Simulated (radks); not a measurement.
Q: The mean radii <r> (bohr) of the occupied orbitals of an atom or ion are listed with their occupations. Method: Dirac Kohn-Sham, BLYP, spin-unpolarised, spherical densities, finite nucleus; Fermi nuclear charge, rms radius of each element as measured or else 0.836 A^(1/3) + 0.57 fm; computed with a radial shooting solver on a logarithmic mesh with Libxc functionals.

orbital  occ.      <r>
1s1/2       2  0.05031
2s1/2       2   0.2259
2p1/2       2   0.1959
2p3/2       4   0.1993
3s1/2       2   0.6580
3p1/2       2   0.6693
3p3/2       4   0.6779
3d3/2       4   0.7013
3d5/2       2   0.7042

Name the element and its charge. Open shells, if any, fill j = l - 1/2 first.

A: Z = 30, zinc, charge +6: Zn6+ in [Ar] 3d6. The 1s radius gives Z: for a bare nucleus <r> = (2 gamma + 1)/(2Z) with gamma = sqrt(1 - (Z/c)^2), 0.04919 bohr for Z = 30, and screening makes it slightly larger (0.05031 here). The occupations add up to 24, and the charge is Z minus that.
